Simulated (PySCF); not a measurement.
# Stretching SbBr⁻

Set-up: basis Sb def2-TZVPPD with ECP28, Br def2-TZVPPD; scalar-relativistic core potentials; PySCF 2.14. Energies in eV from Sb + Br⁻ in their ground configurations at the same level. All curves are PBE0. state 1: ²Π (doublet), unpaired electrons π ↑; state 2: ⁴Σ⁻ (quartet), unpaired electrons σ ↑, π ↑↑, a second solution, started from another occupation; state 3: Ms = 0.5 determinant of mixed spin (⟨S²⟩ near 1.8), unpaired electrons σ ↓, π ↑↑, a second solution, started from another occupation; state 4: Ms = 0.5 determinant of mixed spin (⟨S²⟩ near 1.8), unpaired electrons σ ↑, π ↑↓, a mixture of terms (⟨Lz²⟩ = 2.0), a second solution, started from another occupation.

| R (Å) | state 1 | state 2 | state 3 | state 4 |
| --- | --- | --- | --- | --- |
| 2.272 | 0.0657 | 1.4488 | 1.6975 | 1.8362 |
| 2.378 | -0.3848 | 0.8466 | 1.1736 | 1.2752 |
| 2.483 | -0.6195 | 0.3943 | 0.7740 | 0.8506 |
| 2.563 | -0.6976 | 0.1395 | 0.5438 | 0.6103 |
| 2.642 | -0.7165 | -0.0562 | 0.3665 | 0.4263 |
| 2.721 | -0.6925 | -0.2032 | 0.2340 | 0.2893 |
| 2.827 | -0.6148 | -0.3390 | 0.1136 | 0.1647 |
| 2.959 | -0.4734 | -0.4368 | 0.0309 | 0.0787 |
| 3.118 | -0.2738 | -0.4829 | -0.0004 | 0.0447 |
| 3.329 | -0.0019 | -0.4736 | 0.0255 | 0.0675 |

Task: Put a parabola through the three lowest points of the state 1 curve and estimate Re, k and ωe (reduced mass 47.75 u; 1 eV/Å² = 0.16022 mdyn/Å; ωe = 1302.8·√(k/μ) cm⁻¹).

Result: Through R = 2.563, 2.642, 2.721 Å the second-order coefficient is 3.44 eV/Å², so Re ≈ 2.637 Å, k ≈ 1.10 mdyn/Å and ωe ≈ 198 cm⁻¹. A polynomial fit of higher order to the unrounded PBE0 energies gives Re = 2.633 Å, k = 1.13 mdyn/Å, ωe = 200 cm⁻¹; anharmonicity and rounding make the difference.

The higher-order fit for each curve: state 1: Re = 2.633 Å, ωe = 200 cm⁻¹, De = 0.72 eV; state 2: Re = 3.185 Å, ωe = 91.5 cm⁻¹, minimum 0.486 eV below the ground-state fragments; state 3: Re = 3.133 Å, ωe = 98.4 cm⁻¹, minimum 0.001 eV below the ground-state fragments; state 4: Re = 3.142 Å, ωe = 97.1 cm⁻¹, minimum 0.044 eV above the ground-state fragments.

These are scalar-relativistic numbers at best; spin–orbit coupling would shift them, the dissociation energy most. For an ion De counts to the pair picked by the measured ionisation energies or electron affinities, which need not be the lowest pair at this level. The highest Kohn–Sham level is positive in this anion. Much of that is self-interaction error, but it also means that the finite basis helps to hold the extra electron. The state is the lowest determinant that a PBE0 search found; another state may lie lower at other levels.
